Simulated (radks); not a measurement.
Effect of the nuclear size on the iridium ion Ir2+, [Xe] 4f14 5d7. Calculated with a radial shooting solver on a logarithmic mesh with Libxc functionals: Dirac Kohn-Sham, PBE, spin-unpolarised, spherical densities, finite nucleus; open shells fill j = l - 1/2 first; Fermi nuclear charge, rms radius 5.4032 fm. The rms radius is varied about that value; shifts are against it.

| rms radius (fm) | total energy shift (eV) | density at nucleus (e/bohr^3) | 1s1/2 shift (meV) | 2s1/2 shift (meV) | 5s1/2 shift (meV) | 5p1/2 shift (meV) | 5d5/2 shift (meV) | 6s1/2 (empty) shift (meV) | 6p1/2 (empty) shift (meV) |
|---|---|---|---|---|---|---|---|---|---|
| 4.4252 | -26.5 | 1.963e+06 | -10700 | -1550 | -16.6 | -0.250 | 0.158 | -2.22 | -0.103 |
| 5.1979 | -5.84 | 1.847e+06 | -2350 | -341 | -3.66 | -0.055 | 0.035 | -0.489 | -0.023 |
| 5.4032 | 0 | 1.821e+06 | 0.000 | 0.000 | 0.000 | 0.000 | 0.000 | 0.000 | 0.000 |
| 5.695 | 8.54 | 1.785e+06 | 3440 | 499 | 5.35 | 0.081 | -0.051 | 0.715 | 0.033 |
| 6.1705 | 23.1 | 1.731e+06 | 9290 | 1350 | 14.4 | 0.220 | -0.138 | 1.93 | 0.090 |

Slopes of the eigenvalues against <r^2> in GHz/fm^2, as finite differences over the two radii next to the reference (eigenvalue slopes, not the field-shift constants of lines): 1s1/2 259000, 2s1/2 37500, 5s1/2 402, 5p1/2 6.09, 5d5/2 -3.83, 6s1/2 (empty) 53.8, 6p1/2 (empty) 2.50.
